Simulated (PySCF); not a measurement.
## Spin-rotation constants: SMILES c1n(CC)cnn1, C$_{4}$H$_{7}$N$_{3}$

Molfile (atoms numbered from 1):
```
C4H7N3
     RDKit          3D

 14 14  0  0  0  0  0  0  0  0999 V2000
   -1.7875   -0.1713    0.3293 C   0  0  0  0  0  0  0  0  0  0  0  0
   -0.7513    0.4218   -0.6230 C   0  0  0  0  0  0  0  0  0  0  0  0
    0.5881    0.1133   -0.1978 N   0  0  0  0  0  0  0  0  0  0  0  0
    1.3809    0.8054    0.6660 C   0  0  0  0  0  0  0  0  0  0  0  0
    2.5049    0.1839    0.8536 N   0  0  0  0  0  0  0  0  0  0  0  0
    2.4792   -0.9392    0.1191 N   0  0  0  0  0  0  0  0  0  0  0  0
    1.3400   -0.9802   -0.5015 C   0  0  0  0  0  0  0  0  0  0  0  0
   -1.6540    0.2268    1.3328 H   0  0  0  0  0  0  0  0  0  0  0  0
   -2.7875    0.0771   -0.0152 H   0  0  0  0  0  0  0  0  0  0  0  0
   -1.6902   -1.2539    0.3699 H   0  0  0  0  0  0  0  0  0  0  0  0
   -0.8930    0.0196   -1.6302 H   0  0  0  0  0  0  0  0  0  0  0  0
   -0.8567    1.5096   -0.6632 H   0  0  0  0  0  0  0  0  0  0  0  0
    1.1033    1.7390    1.1103 H   0  0  0  0  0  0  0  0  0  0  0  0
    1.0232   -1.7522   -1.1721 H   0  0  0  0  0  0  0  0  0  0  0  0
  1  2  1  0
  2  3  1  0
  3  4  1  0
  4  5  2  0
  5  6  1  0
  6  7  2  0
  7  3  1  0
  1  8  1  0
  1  9  1  0
  1 10  1  0
  2 11  1  0
  2 12  1  0
  4 13  1  0
  7 14  1  0
M  END
```

Theory: PySCF, GIAO PBE/pcSseg-1 magnetisability, rotational g tensor and spin-rotation constants, non-relativistic, gas phase. Geometry: GFN2-xTB.

Give the nuclear spin-rotation constants along the inertial axes (H = +C I·J) beside the isotropic shieldings.

Rotational constants 7.1347, 1.9963, 1.7667 GHz. A star marks the isotopologue with that one atom substituted, in its own axes.
```csv
atom,isotope,Caa (kHz),Cbb (kHz),Ccc (kHz),mean (kHz),σ (ppm)
N3,14N,1.160,0.238,0.128,0.509,56.3
N5,14N,1.447,0.579,0.128,0.718,-101.8
N6,14N,1.446,0.579,0.127,0.718,-101.7
H8,1H,-0.761,-0.052,-0.122,-0.311,30.2
H9,1H,0.133,-0.238,-0.184,-0.096,30.3
H10,1H,-0.761,-0.054,-0.120,-0.312,30.2
H11,1H,-0.673,-0.008,-0.105,-0.262,27.5
H12,1H,-0.673,-0.011,-0.103,-0.262,27.5
H13,1H,-0.639,0.202,-0.190,-0.209,23.9
H14,1H,-0.640,0.203,-0.190,-0.209,23.9
C1,13C*,1.012,0.337,0.261,0.536,160.1
C2,13C*,1.139,0.419,0.322,0.626,139.5
C4,13C*,2.171,0.955,0.388,1.171,41.5
```
For the geometry as given, no vibrational averaging.

How do the rotational constants and the g tensor change when H8, H9, H10, H11, H12, H13, H14 are replaced by deuterium?

Constants 5.6729, 1.7527, 1.5464 GHz; g -0.0529, -0.0341, 0.0047, against -0.0674, -0.0378, 0.0065 before.
